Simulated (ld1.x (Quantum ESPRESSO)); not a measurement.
# Ta: excitation energies, all-electron against RRKJ

```json
{"Element": "tantalum", "Generator": "ld1.x (Quantum ESPRESSO) 7.5", "Type": "norm-conserving RRKJ (Kleinman–Bylander form)", "Functional": "PBEsol", "Relativity": "scalar-relativistic", "Frozen core": "[Kr] 4d10", "Valence charge": "27", "Reference configuration": "4f14 5s2 5p6 5d3 6s0 6p0 (charge +2)", "Partial waves": "5s (bound): rc 1.60 bohr; 5d (bound): rc 2.10 bohr; 4f (bound): rc 0.50 bohr; 5p (bound): rc 1.25 bohr", "Local potential": "the p channel", "Core correction": "none", "rho0": "0.005"}
```

Energies are relative to the spin-unpolarised reference configuration 4f14 5s2 5p6 5d3 6s0 6p0; without spin polarisation the order of configurations can differ from experiment.

```tsv
valence configuration	charge	ΔE all-electron (eV)	error AE − PS (meV)
4f14 5s2 5p6 5d3 6s1 6p0	+1	-14.976	+258
4f14 5s2 5p6 5d2 6s0 6p0	+3	23.610	-3.1
4f13 5s2 5p6 5d4 6s2 6p0	0	1.337	+9.9
4f14 5s2 5p6 5d3.5 6s1.5 6p0	0	-22.492	+294
4f14 5s2 5p6 5d3 6s0 6p1	+1	-9.849	+24
```

Question: What are ΔE and the potential's error for 4f14 5s2 5p6 5d1 6s0 6p0?

Answer: ΔE = 58.648 eV all-electron; the error (AE − PS) is -7.0 meV.

Question: What are ΔE and the potential's error for 4f14 5s2 5p6 5d3 6s2 6p0?

Answer: ΔE = -23.481 eV all-electron; the error (AE − PS) is +414 meV.

Levels in the configuration 4f14 5s2 5p6 5d3 6s1 6p0:

```
level  all-electron (eV)  pseudo (eV)
   4f            -31.956      -31.731
   5s            -80.256      -80.110
   5p            -46.658      -46.533
   5d            -10.533      -10.448
   6s            -11.659      -11.855
```

ld1.x printed “convergence not achieved” for 7 of the counted tests; their residual had stalled under 1e-8, short of the target of 1e-14.

A Bessel basis up to 400 Ry misses an occupied level by 1.41 Ry, so cutoffs and ghosts were not judged.
